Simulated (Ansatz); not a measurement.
## Molecular dynamics of C3H6FNSSi

The input (input.yaml):

```yaml
crystal:
  periodic: [false, false, false]
  atoms:
    - { symbol: C, position_ang: [-1.891759, -0.712805, -0.369488] }
    - { symbol: Si, position_ang: [-0.379007, -1.597843, -1.038338] }
    - { symbol: F, position_ang: [-0.793828, -2.59856, -2.269084] }
    - { symbol: S, position_ang: [1.056786, -0.153918, -1.821289] }
    - { symbol: C, position_ang: [1.264869, 0.677754, -0.346224] }
    - { symbol: C, position_ang: [1.487285, 1.34026, 0.647401] }
    - { symbol: "N", position_ang: [1.618023, 1.987672, 1.890178] }
    - { symbol: H, position_ang: [-2.568683, -1.413161, 0.132791] }
    - { symbol: H, position_ang: [-2.451743, -0.208674, -1.164338] }
    - { symbol: H, position_ang: [-1.585647, 0.04488, 0.360783] }
    - { symbol: H, position_ang: [0.251615, -2.375597, 0.019534] }
    - { symbol: H, position_ang: [1.382576, 3.011565, 1.77874] }
    - { symbol: H, position_ang: [2.629913, 1.963528, 2.194133] }
basis:
  gaussian: { orbitals: STO-3G }
hamiltonian:
  xc: r2scan
  dispersion: d4
md:
  timestep: 3.0
  n_steps: 40
  ensemble: nve_milne
  temperature: 300.0
  initial_velocities: maxwell_boltzmann
  seed: 920797
scf:
  lower_state_search: "off"
```

Launched with:

```bash
$ ansatz run input.yaml --threads 1 --pin off --max-ram 2048MiB --backend cpu --events-out ev --progress --plain --runs-dir out
```

It starts from a relaxed structure.

Output, in part (step lines, the closing report, with atoms numbered from 0):

```
md step     0: t =     0.00 fs  T =   300.0 K  F+E_penalty+E_count = -25814.88896647 eV  E_kin = 0.426558 eV  conserved = -25814.46240847 eV  (14 SCF iters)
md step     6: t =    18.00 fs  T = 20015747.9 K  F+E_penalty+E_count = -25776.18488435 eV  E_kin = 28459.591007 eV  conserved = 2683.40612228 eV  (772 SCF iters)
md step     7: t =    21.00 fs  T = 2082122.9 K  F+E_penalty+E_count = -25772.48902021 eV  E_kin = 2960.487279 eV  conserved = -22812.00174094 eV  (444 SCF iters)
md step     8: t =    24.00 fs  T = 14154922.5 K  F+E_penalty+E_count = -25768.37531392 eV  E_kin = 20126.317972 eV  conserved = -5642.05734161 eV  (668 SCF iters)
md step     9: t =    27.00 fs  T = 13876846.0 K  F+E_penalty+E_count = -25770.55586306 eV  E_kin = 19730.932059 eV  conserved = -6039.62380427 eV  (193 SCF iters)
md step    10: t =    30.00 fs  T = 2454307.3 K  F+E_penalty+E_count = -25769.61627390 eV  E_kin = 3489.681402 eV  conserved = -22279.93487165 eV  (126 SCF iters)
md step    11: t =    33.00 fs  T = 14147307.9 K  F+E_penalty+E_count = -25768.41933392 eV  E_kin = 20115.491072 eV  conserved = -5652.92826159 eV  (118 SCF iters)
md step    12: t =    36.00 fs  T = 13880612.7 K  F+E_penalty+E_count = -25768.00968123 eV  E_kin = 19736.287804 eV  conserved = -6031.72187704 eV  (73 SCF iters)
[... lines left out ...]
md step    37: t =   111.00 fs  T = 2462322.1 K  F+E_penalty+E_count = -25763.20433751 eV  E_kin = 3501.077212 eV  conserved = -22262.12712556 eV  (66 SCF iters)
md step    38: t =   114.00 fs  T = 14143463.2 K  F+E_penalty+E_count = -25763.35333204 eV  E_kin = 20110.024464 eV  conserved = -5653.32886823 eV  (79 SCF iters)
md step    39: t =   117.00 fs  T = 13892584.6 K  F+E_penalty+E_count = -25762.79926326 eV  E_kin = 19753.310166 eV  conserved = -6009.48909762 eV  (77 SCF iters)
md step    40: t =   120.00 fs  T = 2463890.1 K  F+E_penalty+E_count = -25763.03605215 eV  E_kin = 3503.306762 eV  conserved = -22259.72929034 eV  (90 SCF iters)
Total energy: -25763.03607626 eV, -946.7741129896 hartree
Atom 0 at    -1.098859    -4.586323    -5.144454 Å, force    -1.954632     5.189207     5.321032 eV/Å
Atom 1 at    -0.142784    -1.015328    -0.356125 Å, force     3.369523     2.800999    -0.246174 eV/Å
Atom 2 at    -0.790212    -5.401655    -5.979998 Å, force     1.958193    -5.193023    -5.325682 eV/Å
Atom 3 at     1.191286    -0.013833    -1.775850 Å, force    -0.358425    -0.085163     3.753927 eV/Å
Atom 4 at     1.725034     0.556319     0.196888 Å, force    -1.442250    -1.780887    -6.714878 eV/Å
Atom 5 at     1.276655     0.337446     1.345737 Å, force    -1.572156    -0.931044     3.211705 eV/Å
Atom 6 at   -84.794515   -76.918561    -4.781616 Å, force     0.000002    -0.000006     0.000004 eV/Å
Atom 7 at   -61.187396   -58.718326     6.896201 Å, force     0.000018     0.000010    -0.000002 eV/Å
Atom 8 at   -23.641009    41.242600     5.368470 Å, force     0.000013    -0.000041    -0.000010 eV/Å
Atom 9 at    26.009098   110.948259   109.664798 Å, force     0.000002    -0.000004     0.000001 eV/Å
Atom 10 at    20.913218    -4.011131   -14.612710 Å, force    -0.000287    -0.000045     0.000076 eV/Å
Atom 11 at    -3.364499   123.937729   -10.897939 Å, force     0.000000    -0.000003     0.000000 eV/Å
Atom 12 at  1216.353865   975.789142    91.205998 Å, force     0.000000    -0.000000     0.000000 eV/Å
Dipole moment:   -43.958140   -45.730580    -9.126498 e Å
```

The steps, from the saved trajectory:

```json
{"time (fs)": "0.0", "T (K)": "300", "potential energy less start (eV)": "0.000", "conserved less start (meV/atom)": "0.00"}
{"time (fs)": "3.0", "T (K)": "304", "potential energy less start (eV)": "0.278", "conserved less start (meV/atom)": "21.82"}
{"time (fs)": "6.0", "T (K)": "717", "potential energy less start (eV)": "1.759", "conserved less start (meV/atom)": "180.93"}
{"time (fs)": "9.0", "T (K)": "1357", "potential energy less start (eV)": "1.952", "conserved less start (meV/atom)": "265.76"}
{"time (fs)": "12.0", "T (K)": "6204", "potential energy less start (eV)": "19.761", "conserved less start (meV/atom)": "2165.77"}
{"time (fs)": "15.0", "T (K)": "1132805", "potential energy less start (eV)": "102.694", "conserved less start (meV/atom)": "131765.95"}
{"time (fs)": "18.0", "T (K)": "20015748", "potential energy less start (eV)": "38.704", "conserved less start (meV/atom)": "2192143.73"}
{"time (fs)": "21.0", "T (K)": "2082123", "potential energy less start (eV)": "42.400", "conserved less start (meV/atom)": "230958.51"}
{"time (fs)": "24.0", "T (K)": "14154923", "potential energy less start (eV)": "46.514", "conserved less start (meV/atom)": "1551723.47"}
{"time (fs)": "27.0", "T (K)": "13876846", "potential energy less start (eV)": "44.333", "conserved less start (meV/atom)": "1521141.43"}
{"time (fs)": "30.0", "T (K)": "2454307", "potential energy less start (eV)": "45.273", "conserved less start (meV/atom)": "271886.73"}
{"time (fs)": "33.0", "T (K)": "14147308", "potential energy less start (eV)": "46.470", "conserved less start (meV/atom)": "1550887.24"}
{"time (fs)": "36.0", "T (K)": "13880613", "potential energy less start (eV)": "46.879", "conserved less start (meV/atom)": "1521749.27"}
{"time (fs)": "39.0", "T (K)": "2452478", "potential energy less start (eV)": "47.385", "conserved less start (meV/atom)": "271849.09"}
{"time (fs)": "42.0", "T (K)": "14143546", "potential energy less start (eV)": "48.643", "conserved less start (meV/atom)": "1550643.01"}
{"time (fs)": "45.0", "T (K)": "13878554", "potential energy less start (eV)": "48.344", "conserved less start (meV/atom)": "1521636.77"}
{"time (fs)": "48.0", "T (K)": "2452415", "potential energy less start (eV)": "48.031", "conserved less start (meV/atom)": "271891.91"}
{"time (fs)": "51.0", "T (K)": "14143894", "potential energy less start (eV)": "49.522", "conserved less start (meV/atom)": "1550748.65"}
{"time (fs)": "54.0", "T (K)": "13880334", "potential energy less start (eV)": "47.961", "conserved less start (meV/atom)": "1521801.99"}
{"time (fs)": "57.0", "T (K)": "2453107", "potential energy less start (eV)": "47.675", "conserved less start (meV/atom)": "271940.30"}
{"time (fs)": "60.0", "T (K)": "14142168", "potential energy less start (eV)": "47.422", "conserved less start (meV/atom)": "1550398.36"}
{"time (fs)": "63.0", "T (K)": "13882898", "potential energy less start (eV)": "51.037", "conserved less start (meV/atom)": "1522319.05"}
{"time (fs)": "66.0", "T (K)": "2473286", "potential energy less start (eV)": "51.419", "conserved less start (meV/atom)": "274435.28"}
{"time (fs)": "69.0", "T (K)": "14141492", "potential energy less start (eV)": "52.927", "conserved less start (meV/atom)": "1550747.82"}
{"time (fs)": "72.0", "T (K)": "13892649", "potential energy less start (eV)": "52.029", "conserved less start (meV/atom)": "1523461.82"}
{"time (fs)": "75.0", "T (K)": "2462239", "potential energy less start (eV)": "53.272", "conserved less start (meV/atom)": "273369.63"}
{"time (fs)": "78.0", "T (K)": "14141368", "potential energy less start (eV)": "52.913", "conserved less start (meV/atom)": "1550733.23"}
{"time (fs)": "81.0", "T (K)": "13895365", "potential energy less start (eV)": "51.097", "conserved less start (meV/atom)": "1523687.24"}
{"time (fs)": "84.0", "T (K)": "2461917", "potential energy less start (eV)": "50.932", "conserved less start (meV/atom)": "273154.40"}
{"time (fs)": "87.0", "T (K)": "14143813", "potential energy less start (eV)": "49.793", "conserved less start (meV/atom)": "1550760.66"}
{"time (fs)": "90.0", "T (K)": "13896964", "potential energy less start (eV)": "50.090", "conserved less start (meV/atom)": "1523784.65"}
{"time (fs)": "93.0", "T (K)": "2461241", "potential energy less start (eV)": "51.054", "conserved less start (meV/atom)": "273089.83"}
{"time (fs)": "96.0", "T (K)": "14142210", "potential energy less start (eV)": "52.088", "conserved less start (meV/atom)": "1550761.83"}
{"time (fs)": "99.0", "T (K)": "13896164", "potential energy less start (eV)": "52.001", "conserved less start (meV/atom)": "1523844.11"}
{"time (fs)": "102.0", "T (K)": "2460954", "potential energy less start (eV)": "51.455", "conserved less start (meV/atom)": "273089.25"}
{"time (fs)": "105.0", "T (K)": "14143349", "potential energy less start (eV)": "51.082", "conserved less start (meV/atom)": "1550809.09"}
{"time (fs)": "108.0", "T (K)": "13893774", "potential energy less start (eV)": "52.551", "conserved less start (meV/atom)": "1523625.10"}
{"time (fs)": "111.0", "T (K)": "2462322", "potential energy less start (eV)": "51.685", "conserved less start (meV/atom)": "273256.56"}
{"time (fs)": "114.0", "T (K)": "14143463", "potential energy less start (eV)": "51.536", "conserved less start (meV/atom)": "1550856.43"}
{"time (fs)": "117.0", "T (K)": "13892585", "potential energy less start (eV)": "52.090", "conserved less start (meV/atom)": "1523459.49"}
{"time (fs)": "120.0", "T (K)": "2463890", "potential energy less start (eV)": "51.853", "conserved less start (meV/atom)": "273441.01"}
```

The run went to its last step. The conserved energy changed by up to 2.2e+06 meV per atom, so the integration failed: the time step of 3 fs is too long for the fastest motions that this run met, and the later frames carry no physical meaning.

Parted: C1–Si2 1.88 → 6.05 Å, C1–H8 1.10 → 81.77 Å, C1–H9 1.10 → 52.14 Å, C1–H10 1.10 → 165.12 Å, Si2–F3 1.64 → 7.16 Å, Si2–H11 1.46 → 25.60 Å. Joined: C1–F3 2.89 → 1.21 Å. It ends as C2SSi + CF + H + H + H + H + H + H + N. Pairs count as bonded within 1.25 times the sum of covalent radii (0.12 Å more for H–H).

Last frame:

```xyz
13
Properties=species:S:1:pos:R:3
C -1.099 -4.586 -5.144
Si -0.143 -1.015 -0.356
F -0.790 -5.402 -5.980
S 1.191 -0.014 -1.776
C 1.725 0.556 0.197
C 1.277 0.337 1.346
N -84.794 -76.919 -4.782
H -61.187 -58.718 6.896
H -23.641 41.243 5.369
H 26.009 110.948 109.665
H 20.913 -4.011 -14.613
H -3.365 123.938 -10.898
H 1216.354 975.789 91.206
```

The run took 12 min on 1 thread of Arm Neoverse V2, with other jobs on the host, peak memory 0.13 GiB.
